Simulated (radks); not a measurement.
Q: All-electron atom: Ce III in [Xe] 4f2 (the NIST ground configuration). Calculated with a radial shooting solver on a logarithmic mesh with Libxc functionals: scalar-relativistic Kohn-Sham, PBEsol, spin-polarised, spherical densities, point nucleus; open shells are filled with parallel spins first (spin-orbit coupling, left out, can overturn this in heavy ions). Some entries of the table are withheld. Estimate them.

orbital  occ.  eigenvalue (eV)  <r^2> (bohr^2)  <1/r> (bohr^-1)
1s down     1        -40259.37       0.0008212            63.33
1s up       1        -40259.37       0.0008212            63.33
2s up       1        -6451.217         0.01307            14.60
2s down     1        -6451.214         0.01307            14.60
2p up       3        -5779.154         0.01042            13.82
2p down     3        -5779.153         0.01042            13.83
3s up       1        -1392.687         0.08880            5.297
3s down     1        -1392.243         0.08876            5.299
3p up       3        -1178.969         0.08881            5.017
3p down     3        -1178.528         0.08876            5.018
3d up       5        -875.2495         0.07584            4.760
3d down     5        -874.9046         0.07578            4.761
4s up       1        -286.5687          0.4606            2.206
4s down     1        -285.2744          0.4603            2.207
4p up       3        -216.9891          0.5216            2.033
4p down     3        -215.6724          0.5212            2.034
4d up       5        -116.9600          0.6529            1.766
4d down     5        -115.6129          0.6527            1.767
5s up       1         -50.4678             (1)              (2)
5s down     1         -49.5038             (3)              (4)
5p up       3         -33.5632           3.606           0.7299
5p down     3         -32.7940           3.659           0.7235
4f up       2         -13.4483             (5)            1.137
4f down     0         -12.2713             (6)            1.119

A: 
(1) 5s up <r^2> (bohr^2): 2.660
(2) 5s up <1/r> (bohr^-1): 0.8586
(3) 5s down <r^2> (bohr^2): 2.688
(4) 5s down <1/r> (bohr^-1): 0.8531
(5) 4f up <r^2> (bohr^2): 1.971
(6) 4f down <r^2> (bohr^2): 2.117
